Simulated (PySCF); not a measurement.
# Assignment exercise: C6H9FSi

Atom-mapped SMILES (the numbers label the heavy atoms): `[CH3:1][C:2]1=[CH:3][SiH2:4][C:5]([CH2:6][F:7])=[CH:8]1`; H(Xn) means a hydrogen on atom n.

PySCF calculation with GIAO PBE0/pcSseg-1 shieldings and coordinates at the GFN2-xTB level; a single conformation, in vacuum, non-relativistic, equivalent nuclei averaged.

δ = σ(ref) − σ, references computed at the same level: TMS for ¹³C (186.93 ppm), ¹H (31.72 ppm).

Problem. Assign these signals to the numbered atoms. ¹³C{¹H} NMR (computed): δ 168.6 (C), 152.3 (C), 147.7 (CH), 121.8 (CH), 88.1 (CH2), 25.2 (CH3).

Solution. 
| δ (ppm) | atoms | environment | reason |
| --- | --- | --- | --- |
| 168.6 | C2 | fully substituted alkene carbon | – |
| 152.3 | C5 | fully substituted alkene carbon | an sp2 carbon of a C=C bond |
| 147.7 | C8 | alkene CH | an sp2 carbon of a C=C bond |
| 121.8 | C3 | alkene CH | – |
| 88.1 | C6 | allylic sp3 CH2 bonded to F | deshielded by the electronegative neighbour |
| 25.2 | C1 | allylic methyl carbon | aliphatic region, no heteroatom directly attached |

Problem. Assign these signals to the numbered atoms. ¹H NMR (500 MHz, computed): δ 7.03 (m, 1H), 5.68 (m, 2H), 5.63 (t, 1H), 4.56 (m, 2H), 2.23 (s, 3H).

Solution. 
```tsv
δ (ppm)	atoms	environment	reason
7.03	H(C8)	hydrogen on an alkene CH	attached to an sp2 carbon and in the plane of the double bond
5.68	H(C6)	hydrogen on an allylic sp3 CH2 bonded to F	its carbon carries F, an electronegative neighbour
5.63	H(C3)	hydrogen on an alkene CH	a vinylic proton, deshielded by the sp2 carbon and the C=C anisotropy
4.56	H(Si4)	hydrogen on a silicon bonded to 2 C, in a 5-membered ring	–
2.23	H(C1)	hydrogen on an allylic methyl carbon	allylic position
```

H(C6) and H(C3) lie closer than the usual error of such a calculation, so a measured spectrum could show them in the other order.

Splittings by ¹⁹F in the carbon and heteronuclear signals aren't shown, as no couplings were computed. Shifts are as computed. Against solution values, carbons near 30 ppm lie about +3 ppm off and those near 130 ppm about +5 ppm. Of 1309 compounds with measured shifts, 239 miss one by over three times the rms of a fit or turn the order of signals round; such compounds aren't used in these exercises. No couplings were computed; multiplicities are counted from neighbouring protons, with m where these are inequivalent, close in shift, in a saturated or five-membered ring or joined by F or P, and br s for small geminal =CH2 splittings.
